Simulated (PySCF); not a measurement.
PySCF 2.14 output of an unrestricted revPBE calculation on a single atom or ion in def2-TZVPPD, with no relativity, point nucleus:

```
SCF conv_tol = 1e-09
number electrons alpha = 14  beta = 9
    Y. Zhang and W. Yang.,  Phys. Rev. Lett. 80, 890 (1998)
    J. P. Perdew, K. Burke, and M. Ernzerhof.,  Phys. Rev. Lett. 77, 3865 (1996)
    J. P. Perdew, K. Burke, and M. Ernzerhof.,  Phys. Rev. Lett. 78, 1396 (1997)
cycle= 1 E= -1150.01432961812  delta_E= -0.00707  |g|= 0.0653  |ddm|= 0.126
cycle= 2 E= -1150.01378441632  delta_E= 0.000545  |g|= 0.0862  |ddm|= 0.0583
cycle= 3 E= -1150.01529732272  delta_E= -0.00151  |g|= 0.00212  |ddm|= 0.0321
cycle= 4 E= -1150.01529843599  delta_E= -1.11e-06  |g|= 0.00015  |ddm|= 0.000893
cycle= 5 E= -1150.01529844093  delta_E= -4.94e-09  |g|= 4.49e-06  |ddm|= 6.17e-05
cycle= 6 E= -1150.01529844093  delta_E= -1.59e-12  |g|= 4.13e-08  |ddm|= 2.63e-06
converged SCF energy = -1150.01529844093  <S^2> = 8.7502941  2S+1 = 6.000098
```

The run itself started from symmetry-adapted Hartree-Fock orbitals and held the occupation by maximum overlap, on a logarithmic radial grid, so the iterations belong to that start.

Problem. Which element, charge and spin multiplicity is this?

Solution. Mn²⁺ (manganese, charge +2), multiplicity 6; the state was [Ar] 3d5, high-spin 6S determinant.
